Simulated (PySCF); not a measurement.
# Excitation energy of Fe by level of theory

Fe [Ar] 3d6 4s2 (5D) → Fe [Ar] 3d7 4s1, s spin flipped, as a difference of total energies. Computed with PySCF 2.14 in aug-cc-pVDZ-DK (7s6p4d2f, 59 functions), with the spin-free X2C one-electron Hamiltonian (Gaussian nucleus). Correlated levels: valence: [Ar] frozen. The calculations carry no spin-orbit coupling.

```json
{"method": "UHF", "excitation energy (eV)": "2.555"}
{"method": "LDA", "excitation energy (eV)": "0.860"}
{"method": "PBE", "excitation energy (eV)": "0.791"}
{"method": "PBE0", "excitation energy (eV)": "1.163"}
{"method": "M06", "excitation energy (eV)": "1.727"}
{"method": "r2SCANh", "excitation energy (eV)": "1.139"}
{"method": "BHandHLYP", "excitation energy (eV)": "1.522"}
{"method": "HSE06", "excitation energy (eV)": "1.177"}
{"method": "MP2 (valence)", "excitation energy (eV)": "1.417"}
{"method": "SCS-MP2 (valence)", "excitation energy (eV)": "1.370"}
```

Q: How much does correlation contribute at MP2 (valence)?

A: 1.417 − (2.555) = -1.138 eV, measured against UHF.

The upper determinant mixes two multiplicities, so it lies between the two terms.
